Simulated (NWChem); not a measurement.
Species: C2H5ClOSi; SMILES C=C(Cl)[SiH2]O

```xyz
10

C      1.6681    -1.2292    -0.3569
C      0.5722    -0.5478     0.0196
Cl    -0.9572    -1.3988     0.3077
Si     0.3857     1.3114     0.3015
O     -0.9381     1.8687    -0.5660
H      1.6737    -2.3230    -0.4895
H      2.6038    -0.6786    -0.5450
H      1.5990     2.0197    -0.2183
H      0.2325     1.5376     1.7825
H     -1.6978     1.2588    -0.5192
```
Atoms are numbered in this order, from 1.

Program: NWChem. All runs use the structure optimised with PBE-D3(BJ)/def2-SVP. Level: B3LYP/def2-SVP with SMD (1 M gas to 1 M solution), gas-phase geometry. Reactions with the solvent are ignored.

```
solvent        dielectric constant  solvation free energy (kcal/mol)  cavity-dispersion-structure term (kcal/mol)  dipole in solution (D)
-------------  -------------------  --------------------------------  -------------------------------------------  ----------------------
water                         78.4                              -1.9                                          3.9                    1.68
n-hexane                      1.88                              -2.8                                         -1.4                    1.36
acetone                       20.5                              -4.0                                         -0.8                    1.57
diethyl ether                 4.24                              -3.8                                         -1.5                    1.48
```
